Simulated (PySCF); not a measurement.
**Dipole response of Fe (iron, neutral)**

[Ar] 3d6 4s1 4p1, one real determinant (an excited configuration). All numbers are calculated (PySCF 2.14, the spin-free X2C one-electron Hamiltonian (Gaussian nucleus), in x2c-TZVPPall with one added diffuse shell each of s, p, d, f type (7s6p5d3f1g, 80 functions)). Coupled (time-dependent) response in atomic units; α is the mean over directions.

| method | mean α (bohr³) | α xx, yy, zz | C₆ (like pair) | S(−4) |
| --- | --- | --- | --- | --- |
| TPSSh | 82.14 | 67.20, 67.20, 112.0 | 768.3 | 4974 |
| wB97X-V | 77.18 | 66.14, 66.14, 99.26 | 721.2 | 3876 |

S(−4) is the Cauchy moment in α(ω) = α(0) + S(−4) ω² + …

α(iu) at wB97X-V:

| u (hartree) | α(iu) (bohr³) |
| --- | --- |
| 0 | 77.18 |
| 0.0500 | 68.84 |
| 0.100 | 53.25 |
| 0.200 | 30.25 |
| 0.300 | 18.90 |
| 0.500 | 9.654 |
| 0.750 | 5.591 |
| 1.00 | 3.815 |
| 1.50 | 2.240 |
| 2.00 | 1.534 |
| 3.00 | 0.8836 |
| 5.00 | 0.4128 |

A single London oscillator, α(iu) = α/(1 + u²/ω²), gives C₆ = (3/4) ω α². Matching the computed C₆ needs ω = 4 × 721.2 / (3 × 77.18²) = 0.161 hartree.

The components differ because the open shell of this determinant is not spherical; for a pure term their mean is the scalar polarisability.

⟨L²⟩ = 8.02 against 12 for a pure F term, so this real determinant mixes terms.
